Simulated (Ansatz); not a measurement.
Start from `[F][In]([F])[I]` and change one atom or group to get `C[Se][In]([F])[F]`.

Ansatz, PBE0-D4/def2-TZVP geometries, multiplicity 1. Each molecule was computed in one conformer, which needn't be the lowest.

Elements past krypton have def2 core potentials. Scalar relativity is left out up to krypton.

```
                                                                                  property  `[F][In]([F])[I]`
                                          size of the dipole moment (B3LYP/def2-TZVPP) / D               2.70
                                                       LUMO energy (B3LYP/def2-TZVPP) / eV              -3.47
                                                       HOMO energy (B3LYP/def2-TZVPP) / eV              -8.35
                                                        HOMO energy (PBE0/def2-TZVPP) / eV              -8.60
                                                       HOMO–LUMO gap (PBE/def2-TZVPP) / eV               3.42
ideal-gas entropy at 298 K and 1 bar (rigid rotor, harmonic PBE0-D4/def2-TZVP) / J/(mol·K)                348
```

Question: Give the same properties after the change, and the shifts. (An estimate is asked.)

Answer: Computed: 
| property | `C[Se][In]([F])[F]` | shift |
| --- | --- | --- |
| size of the dipole moment (B3LYP/def2-TZVPP) / D | 4.08 | 1.38 |
| LUMO energy (B3LYP/def2-TZVPP) / eV | -2.78 | 0.69 |
| HOMO energy (B3LYP/def2-TZVPP) / eV | -7.35 | 1.00 |
| HOMO energy (PBE0/def2-TZVPP) / eV | -7.56 | 1.04 |
| HOMO–LUMO gap (PBE/def2-TZVPP) / eV | 3.10 | -0.32 |
| ideal-gas entropy at 298 K and 1 bar (rigid rotor, harmonic PBE0-D4/def2-TZVP) / J/(mol·K) | 407 | 59 |

With PBE0 the HOMO rises by 1.04 eV and the LUMO rises by 0.70 eV, so the gap narrows by about 0.34 eV. PBE moves the HOMO by 1.00 eV and ωB97M-V by 1.03 eV. The zero-point energy changes by 98.3 kJ/mol with +12 modes. Dipoles are sizes alone; their direction can turn. Modes under 60 cm⁻¹, often nearly free rotors, make the harmonic entropy too high.

B3LYP here is the variant with VWN-RPA as its local correlation; programs differ in this.

Spin–orbit coupling is left out; it splits and shifts lone-pair levels of the heavy atoms by tenths of an eV.
